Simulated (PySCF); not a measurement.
Coordinates in bohr (charge 0 multiplicity 3):
```
Cu    2.1923    0.0000    0.5746
Cu   -2.1923    0.0000   -0.5746
H     0.0000    2.2075    0.0000
H     0.0000   -2.2075    0.0000
H     4.2455    0.0000    2.6338
H    -4.2455    0.0000   -2.6338
```

Computed with UPBE0/[Cu def2-TZVP, H def2-TZVP], no relativity, density fitting, PySCF.

This geometry of Cu₂H₄ is a stationary point at this level.

Problem. What is the point group?

Solution. C2h.

Problem. Is it a minimum?

Solution. No: it has 2 imaginary modes, at 1689i cm⁻¹ (bg), 206i cm⁻¹ (bu).

Problem. List the harmonic modes with their infrared intensities.

Solution. 
```csv
symmetry,ω (cm⁻¹),IR (km/mol)
bg,1689i,–
bu,206i,–
ag,233,0.0
bu,331,285
ag,338,0.0
au,448,51.4
bg,712,0.0
bu,927,242
au,1165,10.9
ag,1417,0.0
bu,1623,637
ag,1671,0.0
```

In C2h the vibrations span 2bg + 4bu + 4ag + 2au. The ag, bg modes carry no infrared intensity, as symmetry demands. With a centre of inversion only u modes can be infrared active and only g modes Raman active.

Only a few start shapes were tried, so a lower isomer may exist. Open d and f shells are described by one determinant, and the ground state may have another occupation or spin. At this level a singlet minimum of C2v symmetry lies 140 kJ/mol below this structure.
